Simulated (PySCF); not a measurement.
Structure problem from calculated spectra and properties.

Formula: CH5BCl2Si.

* UV, first state: lowest singlet excitation: 6.26 eV (198 nm, f = 0.000) [TDDFT wB97X-D/def2-SVPD]
* NMR, other nuclei: isotropic shieldings of nuclei other than C and H, by class: 32 (1 B), 402 (1 Si), 666 (2 Cl) ppm [GIAO B3LYP/pcSseg-1]
* XPS: Si2p3/2 107.1, B1s 198.2, Cl2p3/2 206.4 (×2), C1s 290.5, Si1s 1846.9, Cl1s 2829.0 (×2) eV [ΔSCF SCAN, pcX-2 on the ionised atom, pcseg-1 elsewhere, spin-free X2C, 2p3/2 from a spin–orbit splitting computed afterwards within the 2p shell]
* Rotational structure: rotational constants A, B, C: 2.692, 1.574, 1.101 GHz [PBE0-D3(BJ)/def2-SVP]
* 1H NMR: chemical shifts (computed TMS as zero) by class: 3.98 (3 H), 1.26 (2 H) ppm [GIAO B3LYP/pcSseg-1]
* Triplet: lowest triplet excitation (Tamm–Dancoff): 5.94 eV [TDA wB97X-D/def2-SVPD]
* 13C NMR: chemical shifts (computed TMS as zero) by class: 17.7 (1 C) ppm [GIAO B3LYP/pcSseg-1]
* UV, strongest line: among the 10 lowest singlet transitions: S4 at 7.31 eV (170 nm, f = 0.194) [TDDFT wB97X-D/def2-SVPD]

Electronic properties: PySCF, gas phase, density fitting. Levels stand in brackets. Geometry: PBE0-D3(BJ)/def2-SVP, one conformer, isolated molecule. NMR values are class means; diastereotopic atoms form classes of their own.

Task: Give a SMILES that accounts for the data.

Result: The one carbon: carbon bonded to B, Si and 2 H (17.7 ppm). Hydrogen classes from least to most shielded: 3 H on a silicon bonded to C and 3 H (3.98 ppm), 2 H on a carbon bonded to B, Si and 2 H (1.26 ppm). The other shieldings belong to: 32 ppm, boron bonded to C and 2 Cl; 402 ppm, silicon bonded to C and 3 H; 666 ppm, chlorine bonded to B. The core levels belong to: Si2p3/2 107.1 eV, silicon bonded to C and 3 H; B1s 198.2 eV, boron bonded to C and 2 Cl; Cl2p3/2 206.4 eV, chlorine bonded to B; C1s 290.5 eV, carbon bonded to B, Si and 2 H; Si1s 1846.9 eV, silicon bonded to C and 3 H; Cl1s 2829.0 eV, chlorine bonded to B. One atom of each topological class was ionised and stands for its class. By its constants the optimised geometry is an asymmetric top. Structure: BCl2(CH2SiH3) (`B(C[SiH3])(Cl)Cl`). The assignments are read from this structure; whether some other isomer fits the data as well wasn't checked.
